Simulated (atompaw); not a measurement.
Zn (Z = 30): PAW (atompaw) pseudisation with PBE, scalar-relativistic reference atom.

Zn, PAW, made with atompaw 4.2.0.5 (PBE, scalar-relativistic). Core [Ar], reference 3d10 4s2 4p0. Waves: 4s (bound): rc 2.44 bohr; 4s channel at 0.35 Ry: rc 2.70 bohr; 4p (bound, empty): rc 2.70 bohr; 4p channel at 4.95 Ry: rc 2.70 bohr; 3d (bound): rc 1.40 bohr; 3d channel at 1.15 Ry: rc 1.40 bohr. Local part: ultrasoft scheme with l = 3 at 0 Ry, radius 2.20 bohr. Core correction: smooth core density matched at 1.80 bohr. Augmentation charge: sinc compensation charge, radius 2.00 bohr; PAW radius 2.70 bohr; waves and projectors: custom polynom2 7 10 vanderbiltortho.

All-electron outer shells of the reference configuration (PBE, scalar-relativistic, ld1.x):

```
shell  level (eV)  outermost node (bohr)  outermost maximum (bohr)
   3s     -129.23                   0.28                      0.59
   3p      -83.40                   0.25                      0.59
   3d      -10.14                      –                      0.57
   4s       -5.98                   0.85                      2.09
   4p       -1.12                   0.92                      3.08
```

Calculated quality:

* Cutoffs needed: 300 Ry and over 300 Ry (the cutoffs (Ry, on a coarse ladder) from which the occupation-weighted sum of valence levels, in a spherical-Bessel basis at the reference potential, stays within 10 and 1 mRy of its value at 400 Ry)
* Ghost test: no extra level below or beside the all-electron valence levels (s, p, d, f tested) (spherical-Bessel basis up to 400 Ry, 20 bohr box)
* Lowest eigenvalue of the overlap operator: 0.58 (s channel)
* Overlap eigenvalues printed by atompaw (projector basis): 0.0759, 1.75, 9.02, 108, 533, 3.23e+03
* Share of each valence orbital outside the PAW sphere: 4s 41 %, 4p 78 %, 3d 1 %

Generation and tests took about 4.9 s on one core of a shared server CPU.
